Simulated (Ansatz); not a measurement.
```yaml
crystal:
  periodic: [false, false, false]
  atoms:
    - {symbol: In, position_ang: [-1.060930, 2.692648, -0.040905]}
    - {symbol: In, position_ang: [1.928898, 2.158466, -0.021146]}
    - {symbol: In, position_ang: [1.357168, -0.832344, 0.018307]}
    - {symbol: In, position_ang: [-0.667373, -3.711187, 0.044808]}
    - {symbol: In, position_ang: [-1.557763, -0.307593, -0.001064]}
basis:
  gaussian: {orbitals: def2-TZVP, initial_orbitals: start.molden}
total_charge: 1
magnetization: {spin_polarized: true, initial_magnetization: 2}
hamiltonian: {xc: {name: wB97X-V}}
scf: {omitted_lower_state_checks: [starts]}
output: {orbitals: {seedname: orbitals}}
```

The file start.molden holds the orbitals of an earlier run on this structure, at another level or in another basis.

```sh
$ ansatz run in.yaml --threads 4 --pin off --events-out ev --progress --plain --max-ram 4787MiB
```

Problem. Does this run fit into the memory that it is given?

Solution. No. It has 250 basis functions, and Ansatz plans for 5.15 GiB where 4.67 GiB are given.
